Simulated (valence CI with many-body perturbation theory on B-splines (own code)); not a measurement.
Valence orbitals of Hg58+

Computed by valence CI with perturbative core correlation (CI+MBPT): four valence electrons over a frozen Dirac-Fock core [Ar], a basis of 9 s, 9 p, 10 d, 8 f, 5 g, 3 h, 1 i functions for each j, with the one-electron correlation potential Σ1, the two-electron term Σ2, the three-electron term Σ3, Breit, model QED; selected CI, second order for the rest (own B-spline code, finite nucleus).

No measured spectrum was set against this ion. As an estimate, large intervals hold to a few tenths of a per cent, small ones and those within an open d or f shell to about a per cent. The list stops below the first excitations out of the core. Only levels of the ground parity were solved; by the run's estimate the other parity begins above the list, which can be wrong where configurations are misplaced.

These are the spectroscopic orbitals of the CI (the correlating ones are not listed), shaped by the core and the other valence electrons. h is the expectation value of the core's Dirac-Fock operator, without the valence repulsion; Σ1 is computed up to l = 3 at one energy for each symmetry, that of its lowest orbital but kept below the first core excitation, so for empty shells it is not the orbital's own correlation shift; Breit and QED include the response of the core.

```csv
Orbital,h (hartree),Σ1 (cm⁻¹),Breit (cm⁻¹),QED (cm⁻¹),⟨r⟩ (bohr)
4s1/2,-144.76,-8632,22042,17282,0.3313
5s1/2,-89.059,-3330,10602,8518,0.5380
6s1/2,-60.295,-1675,5794,4765,0.7965
4p1/2,-141.18,-11387,35213,1195,0.3245
5p1/2,-87.283,-4124,17289,611,0.5340
6p1/2,-59.29,-2033,9530,348,0.7954
4p3/2,-134.09,-10271,19609,2531,0.3431
5p3/2,-83.813,-3934,9784,1286,0.5571
6p3/2,-57.337,-1979,6061,732,0.8232
3d3/2,-239.24,-22303,43640,-2812,0.1503
4d3/2,-129.3,-11409,16730,-793,0.3217
5d3/2,-81.491,-4396,8165,-354,0.5416
3d5/2,-235.06,-19601,23565,-551,0.1543
4d5/2,-127.69,-10637,9004,18.2,0.3266
5d5/2,-80.685,-4034,4358,44.3,0.5477
4f5/2,-123.44,-29238,2871,-651,0.2884
5f5/2,-78.711,-11281,1251,-305,0.5138
4f7/2,-122.83,-22033,362,-285,0.2908
5f7/2,-78.387,-8540,258,-118,0.5165
5g7/2,-77.22,,270,-97.8,0.4600
5g9/2,-77.061,,-34.0,-4.3,0.4615
```

Among the shells of the start configuration 3d4, Σ1 is largest in size for 3d3/2, where it is 0.042 % of h.

Lowest root of each symmetry, sizes in configuration state functions:

```json
{"J": "0", "Parity": "even", "Roots": "4", "Reference": "19", "Variational": "7007", "Second order": "13320", "Change by selected CI (cm⁻¹)": "-14221", "Change by second order (cm⁻¹)": "-1"}
{"J": "1", "Parity": "even", "Roots": "3", "Reference": "43", "Variational": "16479", "Second order": "5724", "Change by selected CI (cm⁻¹)": "-11890", "Change by second order (cm⁻¹)": "-2"}
{"J": "2", "Parity": "even", "Roots": "6", "Reference": "61", "Variational": "24427", "Second order": "8502", "Change by selected CI (cm⁻¹)": "-13995", "Change by second order (cm⁻¹)": "-6"}
{"J": "3", "Parity": "even", "Roots": "4", "Reference": "57", "Variational": "23589", "Second order": "14066", "Change by selected CI (cm⁻¹)": "-14268", "Change by second order (cm⁻¹)": "-14"}
{"J": "4", "Parity": "even", "Roots": "5", "Reference": "48", "Variational": "23665", "Second order": "13954", "Change by selected CI (cm⁻¹)": "-13381", "Change by second order (cm⁻¹)": "-18"}
{"J": "5", "Parity": "even", "Roots": "2", "Reference": "29", "Variational": "22353", "Second order": "10602", "Change by selected CI (cm⁻¹)": "-11930", "Change by second order (cm⁻¹)": "-9"}
{"J": "6", "Parity": "even", "Roots": "2", "Reference": "15", "Variational": "18972", "Second order": "7420", "Change by selected CI (cm⁻¹)": "-12216", "Change by second order (cm⁻¹)": "-6"}
```
